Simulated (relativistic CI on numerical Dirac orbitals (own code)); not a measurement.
**L2,3 absorption of nickel in several valence states**

Computed multiplet spectra 2p⁶3dⁿ → 2p⁵3dⁿ⁺¹ (Dirac-Coulomb-Breit ions, Slater integrals scaled by 0.8, an assumed crystal field that grows with the charge, no charge transfer; 300 K; Lorentzian 0.4 eV and Gaussian 0.3 eV FWHM at both edges, so that L2 comes out sharper than in experiment). Peaks over 5 % are given in eV from the highest peak in the L3 region of each spectrum (height, largest 100). S of the lowest state is read from ⟨S²⟩, and the branching ratio is the share of L3, cut at the minimum between the edges.

Field parameters in Wybourne normalisation: Oh B⁴₀ = 21Dq, B⁴₄ = √(5/14) B⁴₀. The field is a parameter set, without covalency.

- Ni3+ (d7, Oh, 10Dq = 15450 cm⁻¹): S = 1.50, high spin, branching ratio 0.82; peaks -4.0 (62), -2.2 (77), -1.5 (82), 0.0 (100), 1.5 (18), 3.0 (8), 16.0 (22), 17.0 (23), 17.7 (24), 19.1 (5)
- Ni4+ (d6, Oh, 10Dq = 18900 cm⁻¹): S = 2.00, high spin, branching ratio 0.78; peaks -3.1 (25), -2.1 (23), 0.0 (100), 1.4 (39), 1.8 (40), 3.6 (13), 4.1 (13), 5.7 (8), 15.7 (8), 16.9 (10), 17.8 (28), 22.1 (6)

Q: What spin state follows for Ni2+ in Oh, 10Dq = 11950 cm⁻¹, and does its branching ratio lie nearer 2/3 or nearer 0.8?

A: Ni2+ (d8, Oh, 10Dq = 11950 cm⁻¹): S = 1.00, branching ratio 0.74; peaks 0.0 (100), 1.1 (10), 2.1 (25), 3.2 (5), 17.3 (24), 18.5 (25). High-spin states, above all those with an unquenched orbital moment, raise the ratio above the statistical 2/3; low spin and nearly empty shells keep it near or below 2/3.

The centroid of the whole edge, which also moves with the branching ratio, lies at 860.2 (Ni2+), 860.8 (Ni3+), 865.0 (Ni4+) eV in this ionic model, in steps of 0.6 to 4.2 eV. Compounds show about 1 to 2 eV a unit and lower energies for the high valences, since ligands screen the charge. The multiplet shape follows the d count and the spin state, and so serves as a fingerprint of valence. Real compounds of Ni3+, Ni4+ are mostly low spin, since covalency shrinks the Slater integrals more than this scale does.
